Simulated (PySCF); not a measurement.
C₃H₅NOSi, SMILES C1=C[Si@H](O)C=N1.

Coordinates come from a ωB97X-D3(BJ)/def2-SVP optimisation. The structure was generated by enumeration; whether it is a known compound was not checked. The values are those of a single conformer.

Two levels are set side by side: TDA-PBE/def2-SVPD (PySCF) and TDA-LC-ωPBE/def2-SVPD (PySCF). Vertical, same geometry. The lowest singlet is HOMO→LUMO 99 % with PBE and HOMO→LUMO 90 % with the other functional; states are paired by order. Differences are taken from unrounded values.

```json
[
 {"quantity": "lowest singlet excitation (eV)", "TDA-PBE": "2.75"},
 {"quantity": "lowest triplet excitation (TDA) (eV)", "TDA-PBE": "2.25"}
]
```

Q: These are the TDA-PBE values. What does TDA-LC-ωPBE give? (The exact figures need the calculation; the answer reports its results.)

A: 
```tsv
quantity	TDA-LC-ωPBE	TDA-PBE minus TDA-LC-ωPBE
lowest singlet excitation (eV)	3.51	-0.76
lowest triplet excitation (TDA) (eV)	2.72	-0.47
```

Functionals without exact exchange tend to place singlet excitations lower, as here. Differences between two approximate levels are no errors against the true value.

Rough cost on one machine, each run with all the roots and properties that it gave: TDA-LC-ωPBE against TDA-PBE about 3 times.
